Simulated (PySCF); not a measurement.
Computed IR spectrum (relative IR intensity) of a molecule C₃H₇FOSi. Geometry: PBE-D3(BJ)/def2-SVP. One conformer was computed; it need not be the lowest. These are PBE-D3(BJ)/def2-SVP run with PySCF values and carry that method's errors. Frequencies are harmonic and unscaled.

```json
[
 {"ν (cm⁻¹)": "480", "relative intensity": "2.3"},
 {"ν (cm⁻¹)": "621", "relative intensity": "2.6"},
 {"ν (cm⁻¹)": "687", "relative intensity": "8.3"},
 {"ν (cm⁻¹)": "694", "relative intensity": "3.5"},
 {"ν (cm⁻¹)": "722", "relative intensity": "7.1"},
 {"ν (cm⁻¹)": "748", "relative intensity": "14"},
 {"ν (cm⁻¹)": "847", "relative intensity": "11"},
 {"ν (cm⁻¹)": "853", "relative intensity": "15"},
 {"ν (cm⁻¹)": "899", "relative intensity": "100"},
 {"ν (cm⁻¹)": "941", "relative intensity": "44"},
 {"ν (cm⁻¹)": "1055", "relative intensity": "20"},
 {"ν (cm⁻¹)": "1158", "relative intensity": "82"},
 {"ν (cm⁻¹)": "1222", "relative intensity": "8.7"},
 {"ν (cm⁻¹)": "1265", "relative intensity": "25"},
 {"ν (cm⁻¹)": "1363", "relative intensity": "34"},
 {"ν (cm⁻¹)": "1724", "relative intensity": "21"},
 {"ν (cm⁻¹)": "2143", "relative intensity": "35"},
 {"ν (cm⁻¹)": "2153", "relative intensity": "38"},
 {"ν (cm⁻¹)": "3065", "relative intensity": "5.7"},
 {"ν (cm⁻¹)": "3141", "relative intensity": "2.7"}
]
```

**Question.** Identify the compound among the candidates.
(A) F/C=C\OC[SiH3]
(B) CO/C(F)=C/[SiH3]
(C) C[SiH2]O/C=C\F
(D) C=C(OC)[SiH2]F

**Answer.** C, C[SiH2]O/C=C\F
